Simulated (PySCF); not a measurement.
## Ruthenium: a sound run and one with changed settings

Sound run: Ru²⁺ [Kr] 4d6, Ru³⁺ [Kr] 4d5. All numbers are calculated (PySCF 2.14, scalar relativity through the core potential, in aug-cc-pVDZ-PP with ECP28MDF (5s5p4d2f, 54 functions)). The sound run starts from symmetry-adapted Hartree-Fock orbitals and uses a fine grid where one is needed.

Changed run: basis STO-3G, all-electron and non-relativistic. This setting is unsound on purpose.

| species | method | sound run (hartree) | changed run (hartree) | converged |
| --- | --- | --- | --- | --- |
| Ru²⁺ | UHF | -93.03311 | -4397.12198 | yes |
| Ru²⁺ | M06-2X | -93.49931 | -4398.83875 | yes |
| Ru²⁺ | PBE | -93.59111 | -4398.21712 | yes |
| Ru³⁺ | UHF | -92.06166 | -4396.28376 | yes |
| Ru³⁺ | M06-2X | -92.44062 | -4397.92449 | yes |
| Ru³⁺ | PBE | -92.54270 | -4397.31284 | yes |

Ionisation energy of Ru²⁺:

```json
{"method": "UHF", "sound run (eV)": "26.435", "changed run (eV)": "22.809"}
{"method": "M06-2X", "sound run (eV)": "28.809", "changed run (eV)": "24.878"}
{"method": "PBE", "sound run (eV)": "28.528", "changed run (eV)": "24.607"}
```

A minimal basis cannot let orbitals breathe on ionisation and holds almost no correlation. The Hamiltonian changed with the basis, so the totals do not compare.

For comparison, NIST gives 28.47 eV between the lowest levels.
